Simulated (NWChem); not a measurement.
System meant: TaHO₂F₂; SMILES [F][Ta]([OH])([F])=[O]

Here is an NWChem input.

```
start job
memory heap 200 mb stack 900 mb global 1100 mb
geometry units angstroms noautoz
  Ta     0.000161     0.041646    -0.026613
  O     -0.001167    -0.250048     1.661392
  F      1.574419     0.991127    -0.434662
  F     -1.570362     0.996603    -0.436285
  O     -0.002309    -1.640892    -0.881278
  H     -0.003611    -2.556384    -0.585437
end
basis spherical
  Ta library def2-svp
  O library def2-svp
  F library def2-svp
  H library def2-svp
end
ecp
  Ta library def2-ecp
end
dft
  odft
  mult 2
  xc b3lyp
  iterations 150
  mulliken
end
task dft energy
```

End of the output:

```
 Summary of "ao basis" -> "" (spherical)
 ------------------------------------------------------------------------------
       Tag                 Description            Shells   Functions and Types
 ---------------- ------------------------------  ------  ---------------------
 Ta                         def2-svp                12       32   6s3p2d1f
 O                          def2-svp                 6       14   3s2p1d
 F                          def2-svp                 6       14   3s2p1d
 H                          def2-svp                 3        5   2s1p

                                 NWChem DFT Module
                                 -----------------

 Summary of "ao basis" -> "ao basis" (spherical)
 ------------------------------------------------------------------------------
       Tag                 Description            Shells   Functions and Types
 ---------------- ------------------------------  ------  ---------------------
 Ta                         def2-svp                12       32   6s3p2d1f
 O                          def2-svp                 6       14   3s2p1d
 F                          def2-svp                 6       14   3s2p1d
 H                          def2-svp                 3        5   2s1p

      Symmetry analysis of basis
      --------------------------

        a'         60
        a"         33

  number of electrons :                   48
  multiplicity        :                    2
 ------------------------------------------------------------------------
  no. of electrons and multiplicity not compatible                  48
 ------------------------------------------------------------------------
 ------------------------------------------------------------------------
  current input line :
    27: task dft energy
 ------------------------------------------------------------------------
 ------------------------------------------------------------------------
 There is an error in the input file
 ------------------------------------------------------------------------
 For more information see the NWChem manual at https://nwchemgit.github.io

0: no. of electrons and multiplicity not compatible:Received an Error in Communication
```

### Question
What is wrong, and how is it mended?

### Answer
The program refused the input. Cause: the multiplicity doesn't fit the number of electrons (an even count wants an odd multiplicity, and the reverse). This input runs:
```
start job
memory heap 200 mb stack 900 mb global 1100 mb
geometry units angstroms noautoz
  Ta     0.000161     0.041646    -0.026613
  O     -0.001167    -0.250048     1.661392
  F      1.574419     0.991127    -0.434662
  F     -1.570362     0.996603    -0.436285
  O     -0.002309    -1.640892    -0.881278
  H     -0.003611    -2.556384    -0.585437
end
basis spherical
  * library def2-svp
end
ecp
  Ta library def2-ecp
end
dft
  xc b3lyp
  iterations 150
  mulliken
end
task dft energy
```
It converges to -407.76935 Ha (B3LYP/def2-SVP with def2 effective core potentials on Ta).
